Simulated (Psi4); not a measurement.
Input for Psi4: SAPT0/jun-cc-pV(D+d)Z on CH2O2S (a complex), monomers drawn apart or pushed together.

```
memory 2025 MB

molecule dimer {
0 1
O     0.87780738   -0.37903569   -0.13047217
C    -0.00268354    0.32793359    0.13379475
O    -0.88200986    1.04496805    0.37377867
--
0 1
S     0.20352568   -1.02364907    4.68143205
H     0.05905784    0.22640895    5.14945369
H     1.54352616   -0.95849046    4.73363925
units angstrom
symmetry c1
no_reorient
no_com
}

set {
  basis jun-cc-pV(D+d)Z
  scf_type df
  freeze_core true
}

energy('sapt0')
```

Program output:

```
[...]
==> Input File <==

--------------------------------------------------------------------------
memory 2025 MB

molecule dimer {
0 1
O     0.87780738   -0.37903569   -0.13047217
C    -0.00268354    0.32793359    0.13379475
O    -0.88200986    1.04496805    0.37377867
--
0 1
S     0.20352568   -1.02364907    4.68143205
H     0.05905784    0.22640895    5.14945369
H     1.54352616   -0.95849046    4.73363925
units angstrom
symmetry c1
no_reorient
no_com
}

set {
  basis jun-cc-pV(D+d)Z
  scf_type df
  freeze_core true
}

energy('sapt0')
--------------------------------------------------------------------------


   => Loading Basis Set <=

    Name: JUN-CC-PV(D+D)Z
    Role: ORBITAL
    Keyword: BASIS
    atoms 1, 3 entry O          line   256 file jun-cc-pv_dpd_z.gbs
    atoms 2    entry C          line   188 file jun-cc-pv_dpd_z.gbs
    atoms 4    entry S          line   698 file jun-cc-pv_dpd_z.gbs
    atoms 5-6  entry H          line    60 file jun-cc-pv_dpd_z.gbs

   => Loading Basis Set <=

    Name: JUN-CC-PV(D+D)Z
    Role: ORBITAL
    Keyword: BASIS
    atoms 1, 3 entry O          line   256 file jun-cc-pv_dpd_z.gbs
    atoms 2    entry C          line   188 file jun-cc-pv_dpd_z.gbs
    atoms 4    entry S          line   698 file jun-cc-pv_dpd_z.gbs
    atoms 5-6  entry H          line    60 file jun-cc-pv_dpd_z.gbs


  //>>>>>>>>>>>>>>>>>>>>>>>>>>>>>>>>>>>//
  //              Dimer HF             //
  //<<<<<<<<<<<<<<<<<<<<<<<<<<<<<<<<<<<//

   => Libint2 <=

    Primary   basis highest AM E, G, H:  7, 6, 3
    Auxiliary basis highest AM E, G, H:  7, 7, 4
    Onebody   basis highest AM E, G, H:  -, -, -
    Solid Harmonics ordering:            Gaussian


   => Loading Basis Set <=

    Name: JUN-CC-PV(D+D)Z
    Role: ORBITAL
    Keyword: BASIS
    atoms 1, 3 entry O          line   256 file jun-cc-pv_dpd_z.gbs
    atoms 2    entry C          line   188 file jun-cc-pv_dpd_z.gbs
    atoms 4    entry S          line   698 file jun-cc-pv_dpd_z.gbs
    atoms 5-6  entry H          line    60 file jun-cc-pv_dpd_z.gbs


         ---------------------------------------------------------
                                   SCF
               by Justin Turney, Rob Parrish, Andy Simmonett
                          and Daniel G. A. Smith
                              RHF Reference
                        1 Threads,   1931 MiB Core
         ---------------------------------------------------------

  ==> Geometry <==

    Molecular point group: c1
    Full point group: C1

    Geometry (in Angstrom), charge = 0, multiplicity = 1:

       Center              X                  Y                   Z               Mass
    ------------   -----------------  -----------------  -----------------  -----------------
         O            0.877807380000    -0.379035690000    -0.130472170000    15.994914619570
         C           -0.002683540000     0.327933590000     0.133794750000    12.000000000000
         O           -0.882009860000     1.044968050000     0.373778670000    15.994914619570
         S            0.203525680000    -1.023649070000     4.681432050000    31.972071174400
         H            0.059057840000     0.226408950000     5.149453690000     1.007825032230
         H            1.543526160000    -0.958490460000     4.733639250000     1.007825032230

  Running in c1 symmetry.

  Rotational constants: A =      0.32554  B =      0.02135  C =      0.02026 [cm^-1]
  Rotational constants: A =   9759.36019  B =    640.16353  C =    607.22970 [MHz]
  Nuclear repulsion =  114.185802395569794

  Charge       = 0
  Multiplicity = 1
  Electrons    = 40
  Nalpha       = 20
  Nbeta        = 20

  ==> Algorithm <==

  SCF Algorithm Type is DF.
  DIIS enabled.
  MOM disabled.
  Fractional occupation disabled.
  Guess Type is SAD.
  Energy threshold   = 1.00e-08
  Density threshold  = 1.00e-08
  Integral threshold = 1.00e-12

  ==> Primary Basis <==

  Basis Set: JUN-CC-PV(D+D)Z
    Blend: JUN-CC-PV(D+D)Z
    Number of shells: 41
    Number of basis functions: 91
    Number of Cartesian functions: 96
    Spherical Harmonics?: true
    Max angular momentum: 2

   => Loading Basis Set <=

    Name: (JUN-CC-PV(D+D)Z AUX)
    Role: JKFIT
    Keyword: DF_BASIS_SCF
    atoms 1, 3 entry O          line   258 file jun-cc-pvdz-jkfit.gbs
    atoms 2    entry C          line   146 file jun-cc-pvdz-jkfit.gbs
    atoms 4    entry S          line   666 file jun-cc-pvdz-jkfit.gbs
    atoms 5-6  entry H          line    70 file jun-cc-pvdz-jkfit.gbs

  ==> Integral Setup <==

  DFHelper Memory: AOs need 0.025 GiB; user supplied 1.414 GiB.
  SCF_SUBTYPE=INCORE selected. In-core MEM_DF algorithm will be used.
  Using in-core AOs.

  ==> MemDFJK: Density-Fitted J/K Matrices <==

    J tasked:                   Yes
    K tasked:                   Yes
    wK tasked:                   No
    OpenMP threads:               1
    Algorithm:                 Core
    Schwarz Cutoff:           1E-12
    Mask sparsity (%):      10.4094
    F
[...]
9A     18.653580    90A     33.500269
      91A     33.566636

    Final Occupation by Irrep:
              A
    DOCC [     9 ]
    NA   [     9 ]
    NB   [     9 ]

  @DF-RHF Final Energy:  -398.70101372555547

   => Energetics <=

    Nuclear Repulsion Energy =             12.8847849334579738
    One-Electron Energy =                -576.4601214961328424
    Two-Electron Energy =                 164.8743228371194505
    Total Energy =                       -398.7010137255554696

Computation Completed


Properties will be evaluated at   0.000000,   0.000000,   0.000000 [a0]

Properties computed using the SCF density matrix


 Multipole Moments:

 ------------------------------------------------------------------------------------
     Multipole            Electronic (a.u.)      Nuclear  (a.u.)        Total (a.u.)
 ------------------------------------------------------------------------------------

 L = 1.  Multiply by 2.5417464519 to convert [e a0] to [Debye]
 Dipole X            :         -8.8465905            9.1821696            0.3355791
 Dipole Y            :         32.7036361          -32.3340958            0.3695403
 Dipole Z            :       -160.0774257          160.2223301            0.1449044
 Magnitude           :                                                    0.5197794

 ------------------------------------------------------------------------------------

  Constructing Basis Sets for SAPT...

   => Loading Basis Set <=

    Name: (JUN-CC-PV(D+D)Z AUX)
    Role: RIFIT
    Keyword: DF_BASIS_SAPT
    atoms 1, 3 entry O          line   188 file jun-cc-pvdz-ri.gbs
    atoms 2    entry C          line   100 file jun-cc-pvdz-ri.gbs
    atoms 4    entry S          line   488 file jun-cc-pvdz-ri.gbs
    atoms 5-6  entry H          line    30 file jun-cc-pvdz-ri.gbs

   => Loading Basis Set <=

    Name: (JUN-CC-PV(D+D)Z AUX)
    Role: JKFIT
    Keyword: DF_BASIS_ELST
    atoms 1, 3 entry O          line   258 file jun-cc-pvdz-jkfit.gbs
    atoms 2    entry C          line   146 file jun-cc-pvdz-jkfit.gbs
    atoms 4    entry S          line   666 file jun-cc-pvdz-jkfit.gbs
    atoms 5-6  entry H          line    70 file jun-cc-pvdz-jkfit.gbs


  //>>>>>>>>>>>>>>>>>>>>>>>>>>>>>>>>>>>//
  //               SAPT0               //
  //<<<<<<<<<<<<<<<<<<<<<<<<<<<<<<<<<<<//



        SAPT0
    Ed Hohenstein
     6 June 2009

      Orbital Information
  --------------------------
    NSO        =        91
    NMO        =        91
    NRI        =       308
    NRI (Elst) =       404
    NOCC A     =        11
    NOCC B     =         9
    FOCC A     =         3
    FOCC B     =         5
    NVIR A     =        80
    NVIR B     =        82

    Elst10,r            =    -0.000712692240 [Eh]
    Exch10              =     0.000081220311 [Eh]
    Exch10 (S^2)        =     0.000081211981 [Eh]

    Maxiter = 50
    CPHF R converge = 1.000000E-08

    Iter     Energy [mEh]          dE [mEh]         Residual      Time [s]
       1      -0.00896467       0.008964673     8.321109e-04             0
       2      -0.00899826       0.000033590     2.943715e-04             0
       3      -0.00968339       0.000685125     9.153144e-05             0
       4      -0.00981928       0.000135896     1.664639e-05             0
       5      -0.00979113      -0.000028159     5.500309e-06             0
       6      -0.00979002      -0.000001102     2.070919e-06             0
       7      -0.00979126       0.000001240     8.162425e-07             0
       8      -0.00979185       0.000000592     1.352968e-07             0
       9      -0.00979172      -0.000000131     1.797177e-08             0
      10      -0.00979174       0.000000011     3.157763e-09             0

    CHF Iterations converged

    Maxiter = 50
    CPHF R converge = 1.000000E-08

    Iter     Energy [mEh]          dE [mEh]         Residual      Time [s]
       1      -0.05142084       0.051420838     9.817922e-04             0
       2      -0.06269719       0.011276348     3.995136e-04             0
       3      -0.06347073       0.000773540     7.147394e-05             0
       4      -0.06313826      -0.000332468     8.043067e-06             0
       5      -0.06316446       0.000026206     1.886999e-06             0
       6      -0.06316288      -0.000001580     6.435508e-07             0
       7      -0.06316231      -0.000000571     1.535991e-07             0
       8      -0.06316254       0.000000232     2.208445e-08             0
       9      -0.06316252      -0.000000022     4.028307e-09             0

    CHF Iterations converged

    Ind20,r (A<-B)      =    -0.000009791735 [Eh]
    Ind20,r (B<-A)      =    -0.000063162522 [Eh]
    Ind20,r             =    -0.000072954257 [Eh]
    Exch-Ind20,r (A<-B) =     0.000000332151 [Eh]
    Exch-Ind20,r (B<-A) =     0.000047309021 [Eh]
    Exch-Ind20,r        =     0.000047641172 [Eh]
    Disp20              =    -0.000234898198 [Eh]
    Disp20 (SS)         =    -0.000117449099 [Eh]
    Disp20 (OS)         =    -0.000117449099 [Eh]
    Exch-Disp20         =     0.000007837943 [Eh]
    Exch-Disp20 (SS)    =     0.000004390486 [Eh]
    Exch-Disp20 (OS)    =     0.000003447458 [Eh]

    SAPT Results
  --------------------------------------------------------------------------------------------------------
    Electrostatics                 -0.71269224 [mEh]      -0.44722113 [kcal/mol]      -1.87117322 [kJ/mol]
      Elst10,r                     -0.71269224 [mEh]      -0.44722113 [kcal/mol]      -1.87117322 [kJ/mol]

    Exchange                        0.08122031 [mEh]       0.05096651 [kcal/mol]       0.21324390 [kJ/mol]
      Exch10                        0.08122031 [mEh]       0.05096651 [kcal/mol]       0.21324390 [kJ/mol]
      Exch10(S^2)                   0.08121198 [mEh]       0.05096129 [kcal/mol]       0.21322203 [kJ/mol]

    Induction                      -0.02569497 [mEh]      -0.01612384 [kcal/mol]      -0.06746214 [kJ/mol]
      Ind20,r                      -0.07295426 [mEh]      -0.04577949 [kcal/mol]      -0.19154138 [kJ/mol]
      Exch-Ind20,r                  0.04764117 [mEh]       0.02989529 [kcal/mol]       0.12508188 [kJ/mol]
      delta HF,r (2)               -0.00038189 [mEh]      -0.00023964 [kcal/mol]      -0.00100264 [kJ/mol]

    Dispersion                     -0.22706025 [mEh]      -0.14248246 [kcal/mol]      -0.59614662 [kJ/mol]
      Disp20                       -0.23489820 [mEh]      -0.14740084 [kcal/mol]      -0.61672513 [kJ/mol]
      Exch-Disp20                   0.00783794 [mEh]       0.00491838 [kcal/mol]       0.02057852 [kJ/mol]
      Disp20 (SS)                  -0.11744910 [mEh]      -0.07370042 [kcal/mol]      -0.30836257 [kJ/mol]
      Disp20 (OS)                  -0.11744910 [mEh]      -0.07370042 [kcal/mol]      -0.30836257 [kJ/mol]
      Exch-Disp20 (SS)              0.00439049 [mEh]       0.00275507 [kcal/mol]       0.01152722 [kJ/mol]
      Exch-Disp20 (OS)              0.00344746 [mEh]       0.00216331 [kcal/mol]       0.00905130 [kJ/mol]

  Total HF                         -0.65716690 [mEh]      -0.41237846 [kcal/mol]      -1.72539146 [kJ/mol]
  Total SAPT0                      -0.88422716 [mEh]      -0.55486092 [kcal/mol]      -2.32153808 [kJ/mol]

  Special recipe for scaled SAPT0 (see Manual):
    Electrostatics sSAPT0          -0.71269224 [mEh]      -0.44722113 [kcal/mol]      -1.87117322 [kJ/mol]
    Exchange sSAPT0                 0.08122031 [mEh]       0.05096651 [kcal/mol]       0.21324390 [kJ/mol]
    Induction sSAPT0               -0.02568031 [mEh]      -0.01611464 [kcal/mol]      -0.06742364 [kJ/mol]
    Dispersion sSAPT0              -0.22705784 [mEh]      -0.14248095 [kcal/mol]      -0.59614028 [kJ/mol]
  Total sSAPT0                     -0.88421008 [mEh]      -0.55485020 [kcal/mol]      -2.32149325 [kJ/mol]
  --------------------------------------------------------------------------------------------------------



*** Psi4 exiting successfully. Buy a developer a beer!
```

The run finished.

Cost: about 4 core-seconds (a rough figure).
